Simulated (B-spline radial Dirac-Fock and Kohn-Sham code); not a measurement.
**How core holes in Pt decay**

System: atomic platinum in the configuration [Xe] 4f14 5d9 6s1.

Input of the calculation (task.json; shells as n, l, electrons):

```json
{"items": [{
  "Z": 78,
  "q": 0,
  "cfg": [[1, 0, 2], [2, 0, 2], [2, 1, 6], [3, 0, 2], [3, 1, 6], [3, 2, 10], [4, 0, 2], [4, 1, 6], [4, 2, 10], [4, 3, 14], [5, 0, 2], [5, 1, 6], [5, 2, 9], [6, 0, 1]],
  "A": 195,
  "rrms": 5.427,
  "do": ["binding", "quiet", "decay"],
  "holes": ["K", "L1", "L2", "L3", "M1", "M2", "M3", "M4", "M5", "N1", "N2", "N3", "N4", "N5", "N6", "N7"]
}]}
```

Launch: `python xray_run.py task.json out`

Calculated with a radial B-spline solver, using a relativistic independent-particle model: LDA orbitals of the hole state, radiative multipoles to third order, Auger rates from the Coulomb interaction with a continuum orbital, Dirac-Fock energies.

Partial widths are in eV. Coster-Kronig decay leaves a hole in the same principal shell; its rates are the weakest part of the model, often 1.5 to 2.5 times too large and more for N holes. Holes without an open Auger channel, or with an unreliable SCF state, are not listed.

```tsv
hole	radiative	Auger	Coster-Kronig	total	fluorescence yield	lifetime (fs)	recommended width	tabulated yield
K (1s)	46.3	1.65	0	47.9	0.966	0.0137	49.5	0.959
L1 (2s)	1.06	1.98	8.65	11.7	0.0907	0.0563	8.80	0.114
L2 (2p1/2)	1.83	2.88	0.725	5.44	0.336	0.121	5.38	0.321
L3 (2p3/2)	1.62	3.78	0	5.40	0.300	0.122	5.39	0.306
M1 (3s)	0.0402	1.16	16.7	17.9	0.00225	0.0368	14.9	–
M2 (3p1/2)	0.0439	1.26	11.9	13.2	0.00333	0.0499	9.20	–
M3 (3p3/2)	0.0465	1.58	8.30	9.92	0.00469	0.0663	8.30	–
M4 (3d3/2)	0.0567	2.11	0.109	2.27	0.0249	0.289	2.08	–
N1 (4s)	0.00145	0.165	14.3	14.5	0.000100	0.0454	8.25	–
N2 (4p1/2)	0.00235	0.173	12.7	12.8	0.000183	0.0512	6.25	–
N3 (4p3/2)	0.00151	0.187	9.12	9.31	0.000162	0.0707	4.90	–
N4 (4d3/2)	0.00173	0.254	7.50	7.75	0.000223	0.0849	4.10	–
N6 (4f5/2)	5.82e-06	0.245	0	0.245	2.38e-05	2.69	0.350	–
N7 (4f7/2)	5.24e-06	0.237	0	0.237	2.21e-05	2.78	0.310	–
```

Recommended widths: Campbell and Papp, At. Data Nucl. Data Tables 77, 1 (2001); yields: xraylib tables; both refer to the element in its standard state. The computed width differs most for N2 (4p1/2), where it is 2.06 times the recommended value. Rates with slow emitted electrons, as in Coster-Kronig decay, are the weakest part of an independent-particle model: such widths often come out 1.5 to 2.5 times too large, more for N holes, and a channel near threshold can open or close.
